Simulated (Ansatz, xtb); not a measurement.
## Two isomers of C4H4N2O2

Structure X is `O=C(O)c1cn[nH]c1`, a singlet and structure Y is `O=C(O)c1cc[nH]n1`, a singlet. Both are isolated molecules in the gas phase, relaxed with r2SCAN-D4/def2-SVP; the shapes shown needn't be the lowest conformers.

X (Å):

```xyz
12

C    -1.2198    1.2719    0.0248
C    -0.0228    0.4569    0.2344
C     0.1107   -0.9351   -0.0163
C     1.2258    0.8462    0.7141
N     1.3287   -1.3698    0.2802
N     1.9785   -0.2747    0.7178
O    -2.2776    0.8623   -0.3984
O    -1.0190    2.5692    0.3619
H    -1.8632    3.0199    0.1880
H    -0.6476   -1.6167   -0.4014
H     2.9467   -0.3628    1.0077
H     1.6030    1.8143    1.0382
```

Y (Å):

```yaml
atoms:
  - { symbol: C, position_ang: [-1.4048, 1.3034, 0.0232] }
  - { symbol: C, position_ang: [-0.0609, 0.6955, 0.0838] }
  - { symbol: C, position_ang: [0.5890, 0.1066, 1.2012] }
  - { symbol: C, position_ang: [1.8141, -0.2985, 0.7062] }
  - { symbol: N, position_ang: [1.8187, 0.0562, -0.6107] }
  - { symbol: N, position_ang: [0.7053, 0.6556, -1.0141] }
  - { symbol: O, position_ang: [-1.9244, 1.7950, -0.9485] }
  - { symbol: O, position_ang: [-2.0122, 1.2433, 1.2334] }
  - { symbol: H, position_ang: [-2.8822, 1.6597, 1.1097] }
  - { symbol: H, position_ang: [0.2042, 0.0020, 2.2124] }
  - { symbol: H, position_ang: [2.6633, -0.7979, 1.1697] }
  - { symbol: H, position_ang: [2.5659, -0.0910, -1.2815] }
```

Quicker runs give these differences E(Y) − E(X): GFN2-xTB +0.137 eV; HF/STO-3G +0.079 eV (at GFN2-xTB geometries); r2SCAN-D4/def2-SVP//GFN2-xTB +0.117 eV.

Problem. Estimate E(Y) − E(X) at the level CCSD(T)/def2-SVP + ΔMP2/def2-TZVPP.

Solution. Calculated at CCSD(T)/def2-SVP + ΔMP2/def2-TZVPP: E(Y) − E(X) = +0.127 eV, so structure X lies lower.

How the difference moves with the method:

| level | geometry | E(Y) − E(X) (eV) | departure from the last row (eV) | job, with rough time for the two |
| --- | --- | --- | --- | --- |
| GFN2-xTB | GFN2-xTB | +0.137 | +0.010 | optimisation, 0.12 s |
| HF/STO-3G | GFN2-xTB | +0.079 | −0.048 | single point, 0.36 s |
| r2SCAN-D4/def2-SVP//GFN2-xTB | GFN2-xTB | +0.117 | −0.011 | single point, 3.2 s |
| r2SCAN-D4/def2-SVP | r2SCAN-D4/def2-SVP | +0.110 | −0.017 | optimisation, 25 s |
| HF/def2-SVP | r2SCAN-D4/def2-SVP | +0.206 | +0.079 | part of the CCSD(T) run |
| MP2/def2-SVP | r2SCAN-D4/def2-SVP | +0.075 | −0.053 | part of the CCSD(T) run |
| CCSD(T)/def2-SVP | r2SCAN-D4/def2-SVP | +0.124 | −0.003 | single point |
| CCSD(T)/def2-SVP + ΔMP2/def2-TZVPP | r2SCAN-D4/def2-SVP | +0.127 |  | single point, 71 s |

As drawn, both hold the same kinds of bond in the same numbers.

None of the levels shown reverses the order. The largest departure from CCSD(T)/def2-SVP + ΔMP2/def2-TZVPP is that of HF/def2-SVP, 0.079 eV. The last row adds to CCSD(T) the change of the MP2 difference between the two basis sets, here +0.003 eV.

With thermal terms from frequencies at re-optimised GFN2-xTB minima (ideal gas, soft modes damped towards free rotors, one conformer each, 298.15 K, 1 atm): the zero-point term adds −0.002 eV; ΔH is +0.126 and ΔG +0.127 eV.

The correlated steps freeze 8 core orbitals. Run with Ansatz 0.2.0, xtb 6.7.1; the last row on 4 threads of Arm Neoverse V1 on a shared host.
